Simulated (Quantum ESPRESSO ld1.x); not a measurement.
Results of a calculation; reference values are marked as such.
All-electron atom: the hafnium ion Hf27+ in [Kr] 4d9. Level of theory: scalar-relativistic Kohn-Sham, LDA (Slater exchange, VWN5 correlation), spin-unpolarised, spherical densities, point nucleus (ld1.x of Quantum ESPRESSO 7.5).

Normalised radial functions P(r) = r R(r), r in bohr:

r              3s       3p      3d
0.00185    0.4570   0.0233  0.0002
0.002086   0.4962   0.0285  0.0002
0.002352   0.5372   0.0349  0.0003
0.002673   0.5828   0.0432  0.0005
0.003013   0.6267   0.0528  0.0006
0.003398   0.6712   0.0644  0.0009
0.003831   0.7154   0.0785  0.0012
0.004354   0.7611   0.0969  0.0017
0.004909   0.8013   0.1178  0.0024
0.005535   0.8371   0.1429  0.0033
0.006241   0.8668   0.1731  0.0046
0.007093   0.8889   0.2117  0.0065
0.007997   0.8979   0.2549  0.0089
0.009017   0.8925   0.3058  0.0123
0.01017    0.8693   0.3653  0.0169
0.01146    0.8247   0.4342  0.0232
0.01303    0.7498   0.5187  0.0323
0.01469    0.6505   0.6086  0.0440
0.01656    0.5203   0.7083  0.0596
0.01867    0.3579   0.8168  0.0804
0.02122    0.1496   0.9397  0.1100
0.02393   -0.0756   1.0577  0.1467
0.02698   -0.3238   1.1729  0.1943
0.03042   -0.5848   1.2778  0.2553
0.03457   -0.8615   1.3674  0.3383
0.03898   -1.0993   1.4181  0.4360
0.04395   -1.2929   1.4229  0.5556
0.04956   -1.4171   1.3677  0.6992
0.05632   -1.4441   1.2276  0.8800
0.0635    -1.3471   1.0094  1.0742
0.0716    -1.1169   0.7020  1.2887
0.08073   -0.7514   0.3090  1.5167
0.09175   -0.2288  -0.1883  1.7625
0.1035     0.3505  -0.6998  1.9799
0.1166     0.9639  -1.2164  2.1666
0.1315     1.5473  -1.6918  2.3032
0.1483     2.0334  -2.0776  2.3716
0.1685     2.3784  -2.3428  2.3535
0.19       2.5002  -2.4251  2.2444
0.2142     2.4202  -2.3406  2.0499
0.2416     2.1657  -2.1088  1.7850
0.2745     1.7636  -1.7456  1.4526
0.3095     1.3370  -1.3543  1.1267
0.349      0.9296  -0.9706  0.8186
0.3935     0.5889  -0.6385  0.5530
0.4472     0.3236  -0.3683  0.3328
0.5043     0.1646  -0.1977  0.1883
0.5685     0.0741  -0.0947  0.0964
0.641      0.0291  -0.0400  0.0440
0.7286     0.0091  -0.0136  0.0166
0.8215     0.0026  -0.0042  0.0057
0.9262     0.0006  -0.0011  0.0017
1.044      0.0001  -0.0002  0.0004
1.187      0.0000  0.0000  0.0001
1.338      0.0000  0.0000  0.0000
1.509      0.0000  0.0000  0.0000

3s: eigenvalue -3468.2 eV, 2 radial nodes at r = 0.0230, 0.0964 bohr, <r> = 0.208 bohr, 90 % of the charge inside 0.305 bohr. 3p: eigenvalue -3062.3 eV, 1 radial node at r = 0.0876 bohr, <r> = 0.208 bohr, 90 % of the charge inside 0.310 bohr. 3d: eigenvalue -2583.2 eV, 0 radial nodes, <r> = 0.188 bohr, 90 % of the charge inside 0.292 bohr.
